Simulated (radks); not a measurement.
All-electron atom: La III in [Xe] 5d1. All-electron calculation, scalar-relativistic Kohn-Sham, PBEsol, spin-polarised, spherical densities, point nucleus; open shells are filled with parallel spins first (spin-orbit coupling, left out, can overturn this in heavy ions). Program: a radial shooting solver on a logarithmic mesh with Libxc functionals.

Normalised radial functions P(r) = r R(r), r in bohr:

r           4d up  5s down    5p up
0.002108   0.0000   0.0615   0.0024
0.003273   0.0001   0.0851   0.0051
0.005082   0.0004   0.1127   0.0109
0.007828   0.0014   0.1379   0.0225
0.01215    0.0048   0.1476   0.0453
0.01887    0.0152   0.1163   0.0857
0.02907    0.0451   0.0195   0.1435
0.04514    0.1237  -0.1368   0.1985
0.07008    0.2936  -0.2387   0.1801
0.108      0.5493  -0.0955   0.0063
0.1676     0.7141   0.2614  -0.2533
0.2603     0.3698   0.2625  -0.2167
0.4009    -0.5559  -0.3233   0.2540
0.6225    -1.2511  -0.4028   0.4020
0.9665    -0.9472   0.5209  -0.3027
1.489     -0.3182   0.9472  -0.8618
2.312     -0.0394   0.4629  -0.6047
3.589     -0.0012   0.0723  -0.1566
5.529     0.0000   0.0028  -0.0127
8.584     0.0000   0.0000  -0.0002

4d up: eigenvalue -116.50 eV, 1 radial node at r = 0.316 bohr, <r> = 0.768 bohr, 90 % of the charge inside 1.15 bohr. 5s down: eigenvalue -51.353 eV, 4 radial nodes at r = 0.0309, 0.122, 0.323, 0.773 bohr, <r> = 1.55 bohr, 90 % of the charge inside 2.22 bohr. 5p up: eigenvalue -35.159 eV, 3 radial nodes at r = 0.109, 0.325, 0.828 bohr, <r> = 1.79 bohr, 90 % of the charge inside 2.60 bohr.
